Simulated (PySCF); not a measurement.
**Fractional electron number in Nb²⁺ (niobium, charge +2)**

The 4d alpha orbital of [Kr] 4d3 is emptied in steps (occupation f), with all orbitals relaxed, ending at [Kr] 4d2. All numbers are calculated (PySCF 2.14, scalar relativity by spin-free X2C-1e, in x2c-TZVPall (8s6p6d1f, 63 functions)). The exact energy is a straight line in f; departures are measured from the line between the end points of the same method.

```
   f  UHF (eV)  LDA (eV)  PBE (eV)
   1     0.000     0.000     0.000
0.75     0.147    -1.060    -1.036
 0.5     0.190    -1.424    -1.389
0.25     0.139    -1.075    -1.047
   0     0.000     0.000     0.000
```

```tsv
method	E(f=0) − E(f=1) (eV)	−ε at f=1 (eV)	−ε at f=0.5 (eV)
UHF	24.547	25.352	24.527
LDA	25.779	20.177	25.738
PBE	25.689	20.205	25.658
```

Orbital energy along the path (eV):

```
   f      UHF      LDA      PBE
   1  -25.352  -20.177  -20.205
0.75  -24.922  -22.919  -22.901
 0.5  -24.527  -25.738  -25.658
0.25  -24.162  -28.620  -28.462
   0  -23.823  -31.545  -31.301
```

Reference removal energy between the ground levels: 25.04 eV (semi-empirical (NIST evaluation); NIST Atomic Spectra Database, ionization energies). The calculation has no spin-orbit coupling. The determinant left behind need not be the lowest term of the ion. UHF lacks correlation.
